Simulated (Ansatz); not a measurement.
GeHCl₃: single points at one geometry.

```yaml
crystal:
  periodic: [false, false, false]
  atoms:
    - {symbol: Ge, position_ang: [0.000379, -0.000765, 0.145305]}
    - {symbol: H, position_ang: [0.008853, -0.016663, 1.671375]}
    - {symbol: Cl, position_ang: [1.997029, 0.009807, -0.615009]}
    - {symbol: Cl, position_ang: [-1.007530, 1.736263, -0.584773]}
    - {symbol: Cl, position_ang: [-0.998731, -1.728653, -0.616908]}
basis:
  gaussian: {orbitals: def2-TZVP, initial_orbitals: start.molden}
hamiltonian: {xc: {name: BHLYP}, dispersion: d4}
scf: {omitted_lower_state_checks: [starts]}
output: {orbitals: {seedname: orbitals}}
```

The file start.molden holds the orbitals of an earlier run on this structure, at another level or in another basis.

```sh
$ ansatz run in.yaml --threads 4 --pin off --events-out ev --progress --plain --max-ram 3916MiB
```

Output, abridged:

```
Functional definition: BHLYP
1371 factors; their error is unknown
mean field evaluation 1: about -94105.8394 eV, gradient 1.4e1 eV
mean field evaluation 2: about -94105.9278 eV, gradient 1.6e-1 eV
mean field evaluation 4: about -94106.7053 eV, gradient 3.5e-4 eV
mean field -94106.70530794 eV, -3458.3576322509 hartree, gradient 2.6e-5 eV, S^2 0.000000; 0 other end points of the search recorded, 0 dependent functions left out
reference -94106.70549620 eV, -3458.3576391694 hartree; 42, 42 occupied and 123, 123 virtual orbitals, 1371 factors
Total energy: -94106.97363508 eV, -3458.3674930915 hartree
Checks for a lower state left out: starts
```

Hardware: 4 threads of Intel Xeon on a shared host. Wall time 4.7 s.

First input, but with `hamiltonian: {xc: {name: LC-wPBE, parameters: {omega: 0.2/bohr}}}` (abridged; 3.8 s):

```
Functional definition: LC-wPBE
mean field -94086.71243187 eV, -3457.6229076070 hartree, gradient 1.4e-5 eV, S^2 0.000000
Total energy: -94086.71243190 eV, -3457.6229076080 hartree
Checks for a lower state left out: starts
```

The first input with `hamiltonian: {xc: r2scan, dispersion: d4}` (abridged; 6 s):

```
Functional definition: r2SCAN
mean field -94104.60301645 eV, -3458.2803744636 hartree, gradient 1.2e-5 eV, S^2 0.000000
Total energy: -94104.64259282 eV, -3458.2818288684 hartree
Checks for a lower state left out: starts
```

The first input with `gaussian: {orbitals: def2-TZVPD, initial_orbitals: start.molden}`, `hamiltonian: {xc: pbe, dispersion: d4}` (abridged; 6 s):

```
Functional definition: PBE
mean field -94083.37857675 eV, -3457.5003906909 hartree, gradient 1.5e-5 eV, S^2 0.000000
Total energy: -94083.55869536 eV, -3457.5070099279 hartree
Checks for a lower state left out: starts
```

Geometry: PBE0-D4/def2-SVP.
